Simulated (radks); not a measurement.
Task: The mean radii <r> (bohr) of the occupied orbitals of an atom or ion are listed with their occupations. All-electron calculation, scalar-relativistic Kohn-Sham, r2SCAN, spin-polarised, spherical densities, finite nucleus; meta-GGA in the generalised Kohn-Sham scheme; Fermi nuclear charge, rms radius of each element as measured or else 0.836 A^(1/3) + 0.57 fm. Program: a radial shooting solver on a logarithmic mesh with Libxc functionals.

| orbital | occ. | <r> |
|---|---|---|
| 1s up | 1 | 0.01632 |
| 1s down | 1 | 0.01632 |
| 2s up | 1 | 0.06875 |
| 2s down | 1 | 0.06875 |
| 2p up | 3 | 0.06236 |
| 2p down | 3 | 0.06236 |
| 3s up | 1 | 0.1774 |
| 3s down | 1 | 0.1774 |
| 3p up | 3 | 0.1792 |
| 3p down | 3 | 0.1791 |
| 3d up | 5 | 0.1625 |
| 3d down | 5 | 0.1625 |
| 4s up | 1 | 0.3895 |
| 4s down | 1 | 0.3898 |
| 4p up | 3 | 0.4141 |
| 4p down | 3 | 0.4144 |
| 4d up | 5 | 0.4342 |
| 4d down | 5 | 0.4346 |
| 4f up | 7 | 0.4512 |
| 5s up | 1 | 0.8513 |
| 5s down | 1 | 0.8515 |
| 4f down | 5 | 0.4523 |
| 5p up | 3 | 0.9574 |
| 5p down | 3 | 0.9583 |
| 5d up | 5 | 1.186 |
| 5d down | 3 | 1.196 |
| 6p up | 3 | 2.506 |
| 6p down | 3 | 2.547 |

Name the element and its charge. Open shells, if any, are filled with parallel spins first.

Result: Z = 81, thallium, charge +1: Tl+ in [Xe] 4f12 5d8 6p6. The 1s radius gives Z: for a bare nucleus <r> = (2 gamma + 1)/(2Z) with gamma = sqrt(1 - (Z/c)^2), 0.01613 bohr for Z = 81, and screening makes it slightly larger (0.01632 here). The occupations add up to 80, and the charge is Z minus that.
